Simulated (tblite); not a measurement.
C2HCl3, triplet, geometry from GFN2-xTB (a higher spin typed on purpose: for a closed-shell molecule this is an excited state); GFN1-xTB (tblite 0.6.0).

Here is a job for tblite.
```
$ tblite run mol.xyz --method gfn1 --charge 0 --spin 2 --spin-polarized --json tblite.json --no-restart

# file mol.xyz
6

Cl     2.09141099     0.25449089     0.59949348
C      1.01747801    -0.42814838    -0.55146569
C     -0.38233112    -0.26504350    -0.44338425
Cl    -1.12195689     1.23301851    -0.87628124
Cl    -1.28150018    -1.18533211     0.70691994
H      1.49390213    -0.97786253    -1.34314731
```

The log (banner, timings and long lists left out):

```
xTB calculator
 | screened Coulomb repulsion
 | Coulomb electrostatics
 |  * isotropic Klopman-Ohno-Mataga-Nishimoto electrostatics
 |  * onsite third-order electrostatics
 | DFT-D3(BJ) dispersion correction
 | Interactions (1)
 | [1] spin polarization

halogen bonding energy    0.0000000000000E+00 Eh
repulsion energy          7.2144719337751E-02 Eh
dispersion energy        -2.9263004212131E-03 Eh
interaction energy        0.0000000000000E+00 Eh
number of electrons       3.0000000000000E+01 e
integral cutoff           1.9731147476801E+01 bohr

------------------------------------------------------------
  cycle        total energy    energy error   density error
------------------------------------------------------------
      1     -17.37225243299  -1.7441471E+01   3.7010546E-01
      2     -17.39148756585  -1.9235133E-02   2.3403098E-01
      3     -17.39066938510   8.1818076E-04   4.8751026E-02
      4     -17.39298045472  -2.3110696E-03   1.0883363E-02
      5     -17.39299885069  -1.8395977E-05   1.9128982E-03
      6     -17.39300151328  -2.6625901E-06   6.5404417E-04
      7     -17.39300189735  -3.8406252E-07   1.4407275E-04
      8     -17.39300190348  -6.1331207E-09   6.1932911E-05
      9     -17.39300190522  -1.7442652E-09   9.3629592E-06
------------------------------------------------------------

electronic energy        -1.7462220324140E+01 Eh
total energy             -1.7393001905224E+01 Eh

Post processing:
 | Mayer-Wiberg bond orders

[Info] JSON dump of results written to 'tblite.json'
```
